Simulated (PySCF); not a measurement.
C2H5FZn, SMILES [Zn]([F])[CH2]C.

The structure is a stationary point at B3LYP-D3(BJ)/def2-SVP. The structure was generated by enumeration; whether it is a known compound was not checked. Other conformers were not sampled.

All values below come from PySCF with TDDFT-PBE/def2-SVPD.

Vertical excitations.  State labels are in the subgroup Cs.

Problem. List the lowest excited states. (The exact figures need the calculation; the answer reports its results.)

Solution. 
| state | symmetry | energy (eV) | λ (nm) | f | main pairs |
|---|---|---|---|---|---|
| S1 | A' | 6.08 | 204 | 0.147 | HOMO→LUMO 87 % |
| S2 | A' | 6.37 | 195 | 0.098 | HOMO→LUMO+1 89 % |
| S3 | A" | 6.45 | 192 | 0.030 | HOMO→LUMO+2 90 % |
| S4 | A" | 6.61 | 187 | 0.028 | HOMO−1→LUMO 91 % |
| S5 | A' | 6.63 | 187 | 0.025 | HOMO−2→LUMO 97 % |
| S6 | A" | 7.13 | 174 | 0.000 | HOMO−1→LUMO+1 97 % |
| S7 | A" | 7.17 | 173 | 0.004 | HOMO−3→LUMO 99 % |
| S8 | A' | 7.22 | 172 | 0.001 | HOMO−2→LUMO+1 65 %, HOMO−1→LUMO+2 34 % |
| S9 | A" | 7.28 | 170 | 0.000 | HOMO−2→LUMO+2 98 % |
| S10 | A' | 7.44 | 167 | 0.005 | HOMO→LUMO+3 43 %, HOMO−1→LUMO+2 29 %, HOMO−4→LUMO 14 %, HOMO−2→LUMO+1 12 % |
| T1 | A' | 5.17 | 240 | 0 | HOMO→LUMO 99 % |
| T2 | A' | 5.87 | 211 | 0 | HOMO→LUMO+1 99 % |
| T3 | A" | 5.98 | 207 | 0 | HOMO→LUMO+2 98 % |
| T4 | A" | 6.34 | 196 | 0 | HOMO−1→LUMO 99 % |
Triplets are in the Tamm–Dancoff approximation, which puts them higher than full response would, so one can lie above its singlet here.
